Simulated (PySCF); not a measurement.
Compound: 3-pyridinesulfonic acid, C5H5NO3S.
Atom-mapped SMILES: `[O:1]=[S:2](=[O:3])([OH:4])[c:5]1[cH:6][cH:7][cH:8][n:9][cH:10]1` (hydrogens: H11 on O4; H12 on C6; H13 on C7; H14 on C8; H15 on C10)

Geometry (PBE0-D3(BJ)/def2-SVP, Å), atoms numbered from 1 in this order:
```
atom  x, y, z in Å
O1     2.1162    2.0175    0.0906
S2     1.9735    0.6076    0.3645
O3     2.6517   -0.0573    1.4619
O4     2.4122   -0.1532   -1.0001
C5     0.2489    0.2295    0.4602
C6    -0.6724    1.0134   -0.2299
C7    -2.0135    0.6668   -0.1218
C8    -2.3563   -0.4335    0.6680
N9    -1.4720   -1.1695    1.3363
C10   -0.1883   -0.8433    1.2385
H11    2.7885   -1.0118   -0.7524
H12   -0.3350    1.8703   -0.8171
H13   -2.7865    1.2416   -0.6350
H14   -3.4068   -0.7290    0.7683
H15    0.5352   -1.4386    1.8057
```

All values: PBE0/def2-SVPD (PySCF, non-relativistic), on one gas-phase PBE0-D3(BJ)/def2-SVP geometry that isn't relaxed in the solvent. The solvent is an IEF-PCM continuum (cavity from Bondi-type radii × 1.2), and excitations are vertical TDDFT with non-equilibrium linear response and a frozen core. The model holds no explicit solvent molecules, cavitation or dispersion.

| run | E − E(gas) (kcal/mol) | HOMO (eV) | HOMO–LUMO gap (eV) | dipole (D) | lowest singlet (eV) | static polarisability (au) |
| --- | --- | --- | --- | --- | --- | --- |
| gas | 0.00 | -8.15 | 6.20 | 3.75 | 4.58 | 92.1 |
| P | -8.22 | -8.08 | 6.31 | 4.50 | 4.69 | 115.6 |
| Q | -11.57 | -8.07 | 6.36 | 4.80 | 4.75 | 127.2 |

Task: The runs were made in chloroform and dimethylsulfoxide. Which run belongs to which solvent?

Result: P = chloroform, Q = dimethylsulfoxide. The dielectric constants are 4.711 (chloroform), 46.83 (dimethylsulfoxide), and the energy falls further as ε rises. The optical constants n² used for the excitations are 2.09, 2.19 in the same order. In this model the ground state sees the solvent through ε alone.

Task: How constant is the ratio of the lowering to (ε − 1)/(2ε + 1)?

Result: 
| solvent | (ε − 1)/(2ε + 1) | E − E(gas) (kcal/mol) | ratio (kcal/mol) | polarisation term (kcal/mol) |
| --- | --- | --- | --- | --- |
| chloroform | 0.356 | -8.22 | -23.1 | -9.20 |
| dimethylsulfoxide | 0.484 | -11.57 | -23.9 | -13.56 |

The ratio changes by +3.5 % in size from chloroform to dimethylsulfoxide. The polarisation term is half the interaction of the solute with the induced surface charges.

Cost: about 2.1 min of CPU time on one thread; the machine was shared, so the figure is rough. This is the whole response run at PBE0/def2-SVPD in dimethylsulfoxide, SCF included.
